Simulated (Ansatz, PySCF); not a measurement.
System: C₄H₈F, net charge -1, singlet state. It need not be the lowest isomer of its formula. Whether it binds its extra electron was not tested at this geometry. 
Structure (B3LYP-D3(BJ)/def2-TZVP (Ansatz, an electronic-structure program) minimum search):
```xyz
13

C      2.3216    -0.0345     0.0981
C      0.8736    -0.4622    -0.1504
C     -0.1124     0.7158    -0.3204
C     -1.5931     0.4039    -0.4615
F     -1.8816    -0.4619     0.7592
H      2.7024     0.5674    -0.7349
H      2.3930     0.5836     0.9990
H      3.0006    -0.8861     0.2275
H      0.5175    -1.0763     0.6808
H      0.8219    -1.0916    -1.0471
H      0.0459     1.3978     0.5321
H      0.1741     1.2869    -1.2180
H     -1.6596    -0.3628    -1.2670
```
Charge -1, spin multiplicity 1.

Total electronic energies in hartree. Correlated levels leave the core frozen unless marked. No spin-orbit coupling. No relativistic terms. 

```csv
level,program,energy (Eh)
BLYP-D3(BJ)/def2-TZVPD,Ansatz + dftd3,(withheld)
TPSSh-D3(BJ)/def2-TZVPD,PySCF + dftd3,-257.14445
TPSSh/def2-TZVPD,PySCF,-257.13488
r2SCANh/def2-TZVPD,Ansatz,(withheld)
RPA@PBE/cc-pVTZ,Ansatz,-257.08194
RI-MP2/cc-pVTZ,Ansatz,-256.52228
RI-MP2/cc-pVQZ,Ansatz,-256.61444
SCS-MP2/6-31G,Ansatz,(withheld)
```

Task: Fill in the missing entries.

Result: 
- BLYP-D3(BJ)/def2-TZVPD, energy (Eh): -257.04491
- r2SCANh/def2-TZVPD, energy (Eh): -256.96702
- SCS-MP2/6-31G, energy (Eh): -255.85725
